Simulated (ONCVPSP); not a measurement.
# What one change does to a pseudopotential (chlorine (Cl), ONCV)

chlorine, optimised norm-conserving Vanderbilt (ONCV), made with ONCVPSP 4.0.1 (PBE, fully relativistic). Core [Ne], reference 3s2 3p5. Waves: 3s: rc 1.10 bohr, ncon 4, nbas 8, qcut 6.3 1/bohr, 2 projectors, debl 0.7 Ha; 3p: rc 1.30 bohr, ncon 4, nbas 9, qcut 5.6 1/bohr, 1 projector; d scattering state at 0.22 Ha: rc 1.00 bohr, ncon 4, nbas 7, qcut 8.4 1/bohr, local. Local part: the d channel. Core correction: Teter function, fcfact 3, rcfact 1.5.

Open shells are filled in proportion to 2j + 1.

In the s channel the program set the typed energies aside and used -0.760, 0.250 Ha.

Change: p: rc 1.76.

Cutoffs: the cutoffs (Ha) at which the residual kinetic energy of the hardest occupied pseudo-wave falls to 1 and 0.1 mHa per electron; they do not see the model core or the augmentation charge, which bear on the density cutoff. Errors are all-electron minus pseudo energies relative to the spin-unpolarised reference configuration.

Task: What does the change do?

Result: The potential gets neither clearly harder nor softer (16 Ha and 128 Ha → 16 Ha and 128 Ha); both files keep a bound ghost (s); of the 4 tests that both files solve, the error grows in 0 and shrinks in 2 by more than 15 % and 0.3 meV (median size 49.8 → 40.8 meV).

```csv
quantity,base,changed
"cutoff, loose",16 Ha,16 Ha
"cutoff, tight",128 Ha,128 Ha
loose cutoff by channel,"s 16 Ha, p 8.0 Ha","s 16 Ha, p 7.4 Ha"
bound ghosts,s,s
GHOST(+) flags under 300 eV,s at 11.1 eV,s at 11.1 eV
"error for 3s2 3p4, meV [ΔE 13.88 eV]",+5.0,+4.8
"error for 3s2 3p3, meV [ΔE 39.32 eV]",+27,+24
"error for 3s2 3p2, meV [ΔE 77.63 eV]",+73,+57
"error for 3s2 3p1, meV [ΔE 129.87 eV]",+139,+82
s: phases at 1.12 bohr within 0.05 rad from the reference energy up to (Ha; the scan ends near 5),to the end of the scan,to the end of the scan
d5/2: phases at 1.02 bohr within 0.05 rad from the reference energy up to (Ha; the scan ends near 5),to the end of the scan,to the end of the scan
d3/2: phases at 1.02 bohr within 0.05 rad from the reference energy up to (Ha; the scan ends near 5),to the end of the scan,to the end of the scan
"rms error of d²Exc/dni dnj with the model core, mHa",5.83,5.84
```

 A true bound ghost makes a file unfit for plane-wave use even where its test errors are small: the radial tests pick states by their node count and pass the ghost by.
